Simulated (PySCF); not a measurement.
## Energy of Ca⁺ (calcium, charge +1) between two integer charges

The 4s alpha orbital of [Ar] 4s1 is emptied in steps (occupation f), with all orbitals relaxed, ending at [Ar]. All numbers are calculated (PySCF 2.14, scalar relativity by spin-free X2C-1e, in aug-cc-pVTZ-X2C (7s6p4d2f, 59 functions)). The exact energy is a straight line in f; departures are measured from the line between the end points of the same method.

| f | UHF (eV) | LDA (eV) | PBE (eV) | PBE0 (eV) | r2SCAN (eV) | BHandHLYP (eV) | B3LYP (eV) | HSE06 (eV) |
| --- | --- | --- | --- | --- | --- | --- | --- | --- |
| 1 | 0.000 | 0.000 | 0.000 | 0.000 | 0.000 | 0.000 | 0.000 | 0.000 |
| 0.8 | 0.003 | -0.421 | -0.433 | -0.315 | -0.356 | -0.231 | -0.358 | -0.370 |
| 0.6 | 0.005 | -0.623 | -0.653 | -0.474 | -0.511 | -0.347 | -0.535 | -0.554 |
| 0.4 | 0.005 | -0.610 | -0.657 | -0.475 | -0.481 | -0.349 | -0.534 | -0.558 |
| 0.2 | 0.003 | -0.392 | -0.439 | -0.316 | -0.288 | -0.235 | -0.354 | -0.375 |
| 0 | 0.000 | 0.000 | 0.000 | 0.000 | 0.000 | 0.000 | 0.000 | 0.000 |

```csv
method,E(f=0) − E(f=1) (eV),−ε at f=1 (eV),−ε at f=0.4 (eV)
UHF,11.355,11.377,11.351
LDA,12.158,9.504,12.749
PBE,12.035,9.339,12.562
PBE0,11.920,9.951,12.308
r2SCAN,11.710,9.417,12.310
BHandHLYP,11.934,10.495,12.213
B3LYP,12.146,9.909,12.600
HSE06,11.938,9.615,12.370
```

Orbital energy along the path (eV):

| f | UHF | LDA | PBE | PBE0 | r2SCAN | BHandHLYP | B3LYP | HSE06 |
| --- | --- | --- | --- | --- | --- | --- | --- | --- |
| 1 | -11.377 | -9.504 | -9.339 | -9.951 | -9.417 | -10.495 | -9.909 | -9.615 |
| 0.8 | -11.368 | -10.601 | -10.402 | -10.736 | -10.444 | -11.066 | -10.807 | -10.556 |
| 0.6 | -11.359 | -11.689 | -11.473 | -11.519 | -11.403 | -11.638 | -11.706 | -11.472 |
| 0.4 | -11.351 | -12.749 | -12.562 | -12.308 | -12.310 | -12.213 | -12.600 | -12.370 |
| 0.2 | -11.343 | -13.731 | -13.697 | -13.124 | -13.016 | -12.798 | -13.485 | -13.363 |
| 0 | -11.335 | -14.340 | -14.483 | -13.646 | -12.744 | -13.429 | -14.313 | -13.981 |

As f goes to zero the orbital energy of a semilocal functional can turn back, because the density of that orbital vanishes from the exchange-correlation potential.

Reference removal energy between the ground levels: 11.872 eV (measured; NIST Atomic Spectra Database, ionization energies). UHF lacks correlation.
